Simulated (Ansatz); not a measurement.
Program: Ansatz. Geometries: PBE0-D4/def2-TZVP. ΔE: electronic, gas phase. CCSD(T)/CBS is the MP2 limit (def2-TZVPP, def2-QZVPP) plus CCSD(T) − MP2 in def2-TZVPP, frozen cores. This one scheme is used for every species. Functionals use def2-TZVPP. B3LYP here is the variant with VWN-RPA as its local correlation; programs differ in this. One conformer a species, not always the lowest.

`C[Si]SC` + H₂S → `C[Si]S` + CH₃SH  (ligand exchange at the Si–S bond)

```
             level  ΔE (kcal/mol)  difference from CCSD(T)/CBS
         r2SCAN-D4            1.6                          0.1
           PBE0-D4            1.5                          0.0
          B3LYP-D4            1.4                         -0.1
           ωB97X-V            0.9                         -0.6
           ωB97M-V            1.0                         -0.5
               PBE            1.3                         -0.2
            r2SCAN            1.4                         -0.1
              PBE0            1.0                         -0.5
             B3LYP            0.5                         -1.0
     HF/def2-TZVPP           -0.7                         -2.2
    MP2/def2-TZVPP            1.7                          0.2
CCSD(T)/def2-TZVPP            1.3                         -0.2
     HF/def2-QZVPP           -0.6                         -2.1
SCS-MP2/def2-QZVPP            1.2                         -0.3
      HF/CBS(def2)           -0.6                         -2.1
     MP2/CBS(def2)            1.9                          0.4
       CCSD(T)/CBS            1.5                            0
```

Largest T1 diagnostic among the species: 0.014.

In def2-TZVPP, CCSD(T) changes the Hartree–Fock value by +1.9 kcal/mol (the triples alone add +0.5 kcal/mol) and MP2 by +2.3 kcal/mol. The D4 term adds +0.9 kcal/mol with B3LYP and +0.5 kcal/mol with PBE0; it sums over pairs of atoms, weighted by their polarisabilities, and B3LYP, whose exchange is more repulsive, gets the larger term.
